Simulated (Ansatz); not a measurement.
CH4Si, SMILES `C=[SiH2]` (charge 0, multiplicity 1).

All values below come from PBE/cc-pVTZ // B3LYP-D3(BJ)/def2-TZVP in Ansatz (an electronic-structure program).

Ansatz 0.2 input:
```yaml
crystal:
  periodic: [false, false, false]
  atoms:
    - { symbol: C, position_ang: [-0.770307, -0.42434, 0.2791] }
    - { symbol: Si, position_ang: [0.649698, 0.357906, -0.23541] }
    - { symbol: H, position_ang: [-1.038967, -1.416069, -0.060943] }
    - { symbol: H, position_ang: [-1.465962, 0.036176, 0.968538] }
    - { symbol: H, position_ang: [1.023418, 1.70727, 0.221977] }
    - { symbol: H, position_ang: [1.602121, -0.260943, -1.173262] }
basis:
  gaussian: { orbitals: cc-pVTZ }
hamiltonian:
  xc: pbe
```

Output:

```
Functional definition: PBE
679 factors; their error is unknown
mean field evaluation 1: about -8960.4677 eV, gradient 7.0e1 eV
mean field evaluation 2: about -8920.6438 eV, gradient 1.1e2 eV
mean field evaluation 4: about -8972.5617 eV, gradient 1.1e1 eV
mean field evaluation 8: about -8973.0215 eV, gradient 1.8e-1 eV
mean field evaluation 16: about -8973.0215 eV, gradient 5.8e-5 eV
mean field -8973.02151124 eV, -329.7524584055 hartree, gradient 5.8e-5 eV, S^2 0.000000; 0 other end points of the search recorded, 0 dependent functions left out
reference -8973.02154248 eV, -329.7524595536 hartree; 12, 12 occupied and 108, 108 virtual orbitals, 679 factors
Total energy: -8973.02154248 eV, -329.7524595536 hartree
```
